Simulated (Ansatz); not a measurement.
Steps of a relaxation of C$_{6}$H$_{4}$F$_{6}$MgO$_{2}$ (`[CH3][Mg-]1[O]C(C(F)(F)F)=CC(C(F)(F)F)=[O+]1`) with RKS PBE0-D4/def2-TZVP.

```sh
$ ansatz run in.yaml --threads 11 --pin off --events-out ev --progress --plain --max-ram 174080MiB --backend cuda --devices 0, --max-vram 75GiB
```

```yaml
crystal:
  periodic: [false, false, false]
  atoms:
    - {symbol: C, position_ang: [-2.772074, -2.840523, -0.607169]}
    - {symbol: Mg, position_ang: [-1.329047, -1.362819, -0.289905]}
    - {symbol: O, position_ang: [-1.353788, 0.622625, -0.041133]}
    - {symbol: C, position_ang: [-0.361310, 1.394422, 0.142060]}
    - {symbol: C, position_ang: [-0.684829, 2.899474, 0.310427]}
    - {symbol: F, position_ang: [-0.290058, 3.322667, 1.533217]}
    - {symbol: F, position_ang: [-0.015131, 3.626568, -0.612881]}
    - {symbol: F, position_ang: [-1.992561, 3.138282, 0.176893]}
    - {symbol: C, position_ang: [0.995868, 1.023703, 0.214115]}
    - {symbol: C, position_ang: [1.407955, -0.317317, 0.085660]}
    - {symbol: C, position_ang: [2.927728, -0.594917, 0.192375]}
    - {symbol: F, position_ang: [3.203334, -1.890861, 0.020879]}
    - {symbol: F, position_ang: [3.383605, -0.212221, 1.407204]}
    - {symbol: F, position_ang: [3.597706, 0.117885, -0.741919]}
    - {symbol: O, position_ang: [0.663143, -1.328956, -0.104119]}
    - {symbol: H, position_ang: [-3.678327, -2.436066, -1.106632]}
    - {symbol: H, position_ang: [-3.110119, -3.301324, 0.346489]}
    - {symbol: H, position_ang: [-2.387560, -3.666723, -1.242679]}
    - {symbol: H, position_ang: [1.753665, 1.801702, 0.373519]}
basis:
  gaussian: {orbitals: def2-TZVP}
hamiltonian: {xc: pbe0, dispersion: d4}
relax: {f_tol: 0.005, max_steps: 150}
```

Positions (Å) and forces (eV/Å) along the path, 8 of 41 steps:

```xyz
19
step=1 energy=-32110.8752 eV
C    -2.772   -2.841   -0.607   -0.243   -0.251   -0.039
Mg   -1.329   -1.363   -0.290    0.143    0.150    0.035
O    -1.354    0.623   -0.041    0.950    0.605    0.159
C    -0.361    1.394    0.142   -0.271   -0.875   -0.126
C    -0.685    2.899    0.310   -0.059    0.298    0.031
F    -0.290    3.323    1.533   -0.270   -0.189   -0.735
F    -0.015    3.627   -0.613   -0.437   -0.374    0.570
F    -1.993    3.138    0.177    0.841   -0.067    0.096
C     0.996    1.024    0.214   -0.031   -0.033   -0.019
C     1.408   -0.317    0.086   -0.870   -0.295   -0.102
C     2.928   -0.595    0.192    0.301   -0.045    0.018
F     3.203   -1.891    0.021   -0.090    0.835    0.118
F     3.384   -0.212    1.407   -0.208   -0.261   -0.734
F     3.598    0.118   -0.742   -0.337   -0.461    0.573
O     0.663   -1.329   -0.104    0.577    0.963    0.166
H    -3.678   -2.436   -1.107    0.429   -0.193    0.233
H    -3.110   -3.301    0.346    0.162    0.220   -0.455
H    -2.388   -3.667   -1.243   -0.185    0.389    0.296
H     1.754    1.802    0.374   -0.404   -0.415   -0.083
19
step=21 energy=-32111.0218 eV
C    -2.736   -2.806   -0.473   -0.001   -0.002    0.009
Mg   -1.307   -1.340   -0.168    0.006   -0.006   -0.003
O    -1.326    0.619    0.025   -0.018    0.009    0.005
C    -0.339    1.387    0.093   -0.018    0.062   -0.005
C    -0.693    2.875    0.270   -0.002    0.001   -0.001
F    -0.924    3.119    1.563   -0.016   -0.001    0.003
F     0.295    3.678   -0.128    0.000   -0.016    0.008
F    -1.783    3.189   -0.415   -0.007    0.002   -0.012
C     1.007    1.038    0.077   -0.001    0.017    0.007
C     1.400   -0.296    0.029    0.060   -0.045   -0.002
C     2.905   -0.603    0.138   -0.003    0.007   -0.010
F     3.216   -1.717   -0.508   -0.008    0.005   -0.007
F     3.228   -0.760    1.426    0.000   -0.014    0.006
F     3.651    0.387   -0.352   -0.001    0.011    0.008
O     0.660   -1.303   -0.047   -0.011   -0.019   -0.002
H    -3.626   -2.407   -0.969    0.000    0.002    0.001
H    -3.071   -3.261    0.465    0.005    0.005   -0.001
H    -2.354   -3.619   -1.100    0.002   -0.001    0.001
H     1.755    1.814    0.129    0.015   -0.014   -0.006
19
step=24 energy=-32111.0307 eV
C    -2.733   -2.806   -0.434    0.006   -0.005    0.005
Mg   -1.301   -1.337   -0.157    0.001   -0.006    0.006
O    -1.321    0.624    0.028   -0.104   -0.038   -0.019
C    -0.337    1.393    0.092    0.223    0.063    0.051
C    -0.696    2.879    0.251   -0.124    0.036   -0.003
F    -1.105    3.099    1.503    0.005    0.002    0.006
F     0.333    3.691    0.008    0.000   -0.071    0.006
F    -1.684    3.203   -0.573   -0.016    0.046   -0.028
C     1.011    1.043    0.082   -0.014    0.004   -0.023
C     1.404   -0.293    0.028    0.094    0.214    0.012
C     2.907   -0.604    0.120    0.049   -0.112    0.007
F     3.222   -1.613   -0.680    0.038   -0.008   -0.028
F     3.203   -0.955    1.375    0.007    0.002    0.010
F     3.671    0.439   -0.204   -0.066    0.002    0.010
O     0.667   -1.299   -0.046   -0.077   -0.118   -0.012
H    -3.628   -2.408   -0.923   -0.003   -0.005    0.001
H    -3.058   -3.253    0.511   -0.003    0.013    0.012
H    -2.360   -3.625   -1.056    0.005    0.006   -0.012
H     1.762    1.816    0.133   -0.021   -0.027   -0.001
19
step=25 energy=-32111.0324 eV
C    -2.733   -2.805   -0.416    0.005   -0.003    0.006
Mg   -1.297   -1.335   -0.158    0.005    0.003    0.003
O    -1.317    0.627    0.023   -0.107   -0.071    0.006
C    -0.334    1.396    0.098    0.168    0.061   -0.031
C    -0.701    2.881    0.242   -0.175    0.103    0.035
F    -1.191    3.095    1.470    0.066   -0.001   -0.211
F     0.346    3.690    0.069   -0.129   -0.079    0.016
F    -1.638    3.214   -0.648    0.182   -0.014    0.169
C     1.014    1.046    0.090    0.000    0.007    0.003
C     1.408   -0.290    0.028    0.091    0.171    0.011
C     2.910   -0.608    0.111    0.149   -0.168    0.038
F     3.232   -1.563   -0.762   -0.014    0.223    0.198
F     3.195   -1.050    1.345   -0.021    0.080   -0.276
F     3.675    0.460   -0.132   -0.099   -0.181    0.038
O     0.671   -1.296   -0.052   -0.103   -0.120   -0.010
H    -3.632   -2.411   -0.899    0.002   -0.004    0.002
H    -3.049   -3.244    0.536   -0.001    0.009    0.004
H    -2.365   -3.629   -1.036    0.002    0.008   -0.005
H     1.765    1.818    0.146   -0.022   -0.023    0.004
19
step=30 energy=-32111.0396 eV
C    -2.730   -2.805   -0.400    0.000    0.001    0.002
Mg   -1.297   -1.332   -0.154    0.002    0.000    0.000
O    -1.317    0.629    0.020    0.007    0.006    0.011
C    -0.332    1.399    0.097   -0.002   -0.011   -0.033
C    -0.707    2.884    0.234   -0.002    0.002    0.005
F    -1.253    3.093    1.432   -0.007    0.003    0.002
F     0.347    3.690    0.115   -0.003   -0.003    0.003
F    -1.594    3.224   -0.695    0.007    0.001   -0.003
C     1.016    1.048    0.094    0.002    0.000    0.014
C     1.410   -0.287    0.031   -0.019    0.001   -0.003
C     2.911   -0.614    0.106    0.007   -0.002   -0.001
F     3.239   -1.507   -0.820    0.003    0.006   -0.005
F     3.190   -1.130    1.305    0.000   -0.005   -0.003
F     3.677    0.463   -0.066   -0.004   -0.005    0.006
O     0.670   -1.294   -0.053    0.006    0.004    0.001
H    -3.633   -2.415   -0.882    0.000    0.000    0.002
H    -3.042   -3.239    0.556    0.001    0.000    0.001
H    -2.362   -3.629   -1.018    0.000   -0.001    0.002
H     1.765    1.820    0.156    0.003    0.003    0.000
19
step=34 energy=-32111.0435 eV
C    -2.730   -2.807   -0.356   -0.002   -0.003    0.001
Mg   -1.295   -1.330   -0.160    0.013    0.010    0.002
O    -1.314    0.633    0.000   -0.012   -0.018   -0.008
C    -0.330    1.402    0.094    0.016    0.014    0.020
C    -0.710    2.888    0.211   -0.030    0.044    0.001
F    -1.413    3.085    1.327    0.045   -0.005   -0.077
F     0.356    3.688    0.248   -0.064   -0.035   -0.001
F    -1.462    3.248   -0.828    0.050   -0.012    0.069
C     1.018    1.051    0.116   -0.006   -0.006   -0.013
C     1.412   -0.283    0.035    0.025    0.007    0.009
C     2.913   -0.617    0.090    0.065   -0.035    0.002
F     3.258   -1.341   -0.974   -0.018    0.075    0.109
F     3.172   -1.331    1.187   -0.010    0.068   -0.113
F     3.680    0.475    0.116   -0.051   -0.101   -0.001
O     0.673   -1.289   -0.068   -0.025   -0.008   -0.003
H    -3.642   -2.429   -0.828    0.000    0.000    0.001
H    -3.023   -3.223    0.614    0.001    0.002   -0.002
H    -2.373   -3.644   -0.965    0.000    0.001    0.002
H     1.767    1.821    0.199    0.003    0.003    0.003
19
step=40 energy=-32111.0448 eV
C    -2.730   -2.808   -0.338    0.000    0.000    0.000
Mg   -1.293   -1.329   -0.165    0.000   -0.002    0.000
O    -1.313    0.634   -0.011    0.001    0.003    0.002
C    -0.329    1.402    0.096   -0.002   -0.001   -0.001
C    -0.710    2.889    0.200    0.000    0.000    0.001
F    -1.477    3.084    1.271    0.000    0.000    0.000
F     0.354    3.684    0.304    0.000    0.000    0.000
F    -1.397    3.256   -0.879    0.000    0.000   -0.001
C     1.018    1.050    0.130    0.001    0.000    0.000
C     1.412   -0.283    0.039    0.000    0.000   -0.003
C     2.913   -0.617    0.082    0.000    0.000    0.002
F     3.265   -1.259   -1.029    0.000    0.000   -0.001
F     3.169   -1.408    1.122    0.000   -0.001    0.000
F     3.677    0.469    0.192    0.000    0.000    0.000
O     0.673   -1.288   -0.077    0.000    0.001    0.003
H    -3.646   -2.435   -0.805    0.000    0.000    0.000
H    -3.014   -3.214    0.639    0.000    0.000    0.000
H    -2.378   -3.651   -0.941    0.000    0.000    0.000
H     1.766    1.819    0.226    0.000    0.000    0.000
19
step=41 energy=-32111.0448 eV
C    -2.730   -2.808   -0.336    0.000    0.000   -0.001
Mg   -1.293   -1.329   -0.164   -0.002   -0.002    0.000
O    -1.313    0.634   -0.010    0.000    0.002    0.000
C    -0.329    1.402    0.096   -0.002   -0.002    0.002
C    -0.710    2.889    0.199   -0.001    0.003    0.000
F    -1.484    3.084    1.265    0.002    0.000   -0.003
F     0.353    3.684    0.311   -0.002   -0.001   -0.001
F    -1.389    3.257   -0.885    0.002    0.000    0.003
C     1.018    1.050    0.130    0.003    0.002    0.000
C     1.412   -0.283    0.040   -0.003    0.000   -0.002
C     2.913   -0.617    0.081    0.004   -0.001    0.001
F     3.266   -1.249   -1.036   -0.001    0.003    0.004
F     3.169   -1.418    1.114    0.000    0.002   -0.004
F     3.676    0.468    0.201   -0.002   -0.003   -0.001
O     0.673   -1.288   -0.075    0.002   -0.001    0.001
H    -3.646   -2.435   -0.804    0.000    0.000    0.000
H    -3.014   -3.213    0.641    0.000    0.000    0.000
H    -2.378   -3.651   -0.938    0.000    0.000    0.000
H     1.766    1.820    0.226    0.000    0.000    0.000
```

It took 63 s on 11 threads of an AMD EPYC 7R13 on a shared host and a whole NVIDIA H100 80 GB, with 1.4 GiB of host memory at the peak.
